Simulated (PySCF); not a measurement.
**Exercise with solution: oscillator strength and radiative lifetime**

Al(Cl)(Me)(Et) (C₃H₈AlCl), SMILES C[CH2][Al]([CH3])[Cl].

Geometry optimised at B3LYP-D3(BJ)/def2-SVP. The structure was generated by enumeration; whether it is a known compound was not checked. The values are those of a single conformer.

TDA-CAM-B3LYP/def2-SVPD (PySCF) puts the first singlet state with f over 0.02 at 6.43 eV (vertical), with the transition dipole (-0.016, 0.896, 0.000) in atomic units.

Find the oscillator strength, the wavelength and the radiative lifetime that this transition would have in vacuum if emission retraced absorption.


|μ|² = 0.8031 au, so |μ| = 2.28 D. ΔE = 6.43/27.211 = 0.2363 hartree. f = (2/3) ΔE |μ|² = 0.127 (the program prints 0.127).
λ = 1239.84/6.43 = 193 nm; ν = 51861 cm⁻¹.
Einstein's coefficient A = 0.6670 ν² f s⁻¹ (ν in cm⁻¹) = 2.3e8 s⁻¹, so τ = 1/A = 4.4 ns. This state is S2; the lower singlet has f = 0.000. The figure is the radiative limit of this one transition; relaxation, internal conversion, crossing to triplets and a medium change what is measured.
